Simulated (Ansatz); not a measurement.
Relaxation of C2H10AlFSi2 (16 atoms, charge 0, multiplicity 1), to a largest force component of 0.015 eV/Å in at most 40 steps.

The calculation used RKS PBE0-D4/6-31G* (Ansatz).

```xyz
16
Properties=species:S:1:pos:R:3:forces:R:3
F -1.861 -2.403 1.670 -0.26 0.20 -0.33
C -1.736 -2.127 0.307 -0.23 -0.05 0.24
Si 0.047 -1.841 -0.058 1.64 0.01 1.38
Al 0.894 0.070 1.133 -0.27 0.29 0.65
C 1.490 1.632 0.110 0.15 0.52 0.96
Si 0.146 2.269 -1.018 0.28 -0.79 0.27
H -2.283 -1.223 0.012 -0.47 -0.24 0.21
H -2.049 -2.985 -0.276 -0.65 -0.27 -0.07
H 0.268 -1.596 -1.442 0.06 -0.02 -1.58
H 0.857 -3.019 0.396 -0.14 -0.12 -0.22
H 0.727 0.100 2.752 0.18 0.10 -0.31
H 2.396 1.355 -0.451 -0.10 0.23 -0.04
H 1.716 2.470 0.824 0.15 -0.63 -0.53
H 0.615 3.430 -1.748 0.12 0.67 -0.56
H -0.223 1.170 -1.956 -0.20 0.11 -0.12
H -1.027 2.674 -0.211 -0.25 -0.01 0.06
```

Question: Where does it end, and by what steps?

Answer: The run converged. After 26 steps the energy has fallen by 0.801 eV; F1 moved furthest, 2.19 Å. Joined: F1–Al4.

```
step  energy less start (eV)  largest force component (eV/Å)  accepted
   0                  0.0000                           1.643       yes
   1                 -0.2979                           0.642       yes
   2                 -0.3344                           0.346       yes
   3                 -0.3422                           0.194       yes
   4                 -0.3477                           0.374       yes
   5                 -0.3544                           0.228       yes
   6                 -0.3626                           0.281       yes
   7                 -0.3707                           0.429       yes
   8                 -0.3850                           0.460       yes
   9                 -0.4069                           0.252       yes
  10                 -0.4422                           0.309       yes
  11                 -0.4945                           0.379       yes
  12                 -0.5674                           0.441       yes
  13                 -0.6593                           0.457       yes
  14                 -0.7354                           0.418       yes
  15                 -0.7759                           0.596       yes
  16                 -0.7919                           0.157       yes
  17                 -0.7965                           0.059       yes
  18                 -0.7975                           0.048       yes
  19                 -0.7991                           0.043       yes
  20                 -0.7996                           0.020       yes
  21                 -0.8000                           0.021       yes
  22                 -0.8005                           0.073       yes
  23                 -0.8009                           0.053       yes
  24                 -0.8011                           0.031       yes
  25                 -0.8013                           0.018       yes
  26                 -0.8014                           0.011       yes
```

```xyz
16
Properties=species:S:1:pos:R:3
F -1.178 -0.417 1.036
C -1.372 -1.579 0.125
Si 0.447 -2.145 -0.223
Al 0.832 -0.190 1.214
C 1.206 1.520 0.311
Si -0.150 2.042 -0.864
H -1.924 -1.157 -0.716
H -2.011 -2.251 0.699
H 0.642 -2.144 -1.703
H 0.576 -3.559 0.242
H 1.073 -0.394 2.778
H 2.134 1.399 -0.268
H 1.385 2.316 1.046
H 0.222 3.197 -1.736
H -0.518 0.914 -1.777
H -1.387 2.425 -0.121
```

Whether the end is a true minimum wasn't checked by a vibrational analysis.

The run took 93 s on 2 threads of Intel(R) Xeon(R) 6975P-C (Granite Rapids), on a shared host, peak memory 0.35 GiB.
